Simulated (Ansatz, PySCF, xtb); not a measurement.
Constitutional and geometric isomers with formula C3H4O. Gas-phase values, no solvent. One relaxed conformer stands for each flexible species; it need not be the lowest. Strings in code marks are SMILES.

Quantity: electronic energy of isomers of C3H4O relative to `CC=C=O`, in eV. The restricted reference of `CC1=CO1` is unstable towards unrestricted orbitals.

Level 1: B3LYP-D3(BJ)/def2-TZVP // M06-2X/def2-TZVP (PySCF)
Level 2: frozen-core MP2/cc-pVQZ // M06-2X/def2-TZVP (Ansatz, a first-principles code)
Level 3: B3LYP/6-311+G** // M06-2X/def2-TZVP (PySCF)
Level 4: GFN2-xTB (xtb)

```
species    level 2  level 3  level 4
---------  -------  -------  -------
`O=C1CC1`     0.89     0.95    0.401
`C=C=CO`      1.18     1.07     1.09
`CC1=CO1`     2.99     3.10     2.31
```

What does level 1 give for each, and how far do the other levels lie from it on average?


- `O=C1CC1`: 0.96
- `C=C=CO`: 1.11
- `CC1=CO1`: 3.10
Mean absolute difference from level 1, which has limits of its own, over these rows (drawn at random from the members that have all these levels): level 2 0.085 eV, level 3 0.016 eV, level 4 0.46 eV.
